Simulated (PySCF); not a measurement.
**Electron correlation in Ti²⁺ (titanium, charge +2)**

[Ar] 3d1 4s1, high-spin 3D determinant (an excited configuration). Computed with PySCF 2.14 in aug-cc-pVTZ-DK (8s7p5d3f2g, 93 functions), with scalar relativity by spin-free X2C-1e. Frozen: [Ar]; 2 electrons correlated.

With two correlated electrons CCSD is exact within the correlated space (frozen core and kept virtual orbitals).

```tsv
level	correlation energy (mhartree)
CCSD	-4.31
```

Diagnostics: T1 = 0.0047, D1 = 0.0090, largest double amplitude 0.014.

Is a single reference adequate?

Yes: T1 lies below 0.03 and no double amplitude reaches 0.07.
